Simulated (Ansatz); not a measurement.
Species: sum formula H₆Si₂O, charge 0, multiplicity 1. SMILES: [SiH3]O[SiH3]
Geometry: optimised at B3LYP-D3(BJ)/def2-TZVP (Ansatz, a program for electronic structure).

Property: atomisation energy (electronic, to ground-state atoms), in eV. Correlated levels leave the core frozen unless marked. Open shells are spin-unrestricted. Spin-orbit coupling is left out. Non-relativistic. The coupled-cluster limit lacks core correlation, which all-electron functionals hold. Basis-set limits of correlation are two-point, X^-3; Hartree-Fock from the larger set.

| level | program | atomisation energy (eV) |
|---|---|---|
| PBE-D3(BJ)/def2-TZVPD | Ansatz + dftd3 | 29.61 |
| MP2/STO-3G | Ansatz | 30.69 |
| RI-MP2/cc-pV(Q+d)Z | Ansatz | 30.09 |
| SCS-MP2/aug-cc-pV(T+d)Z | Ansatz | 30.07 |

### Question
Estimate the value at CCSD(T)/CBS(aug-cc-pV(T+d)Z,aug-cc-pV(Q+d)Z) as computed with Ansatz.

### Answer
30.39 eV
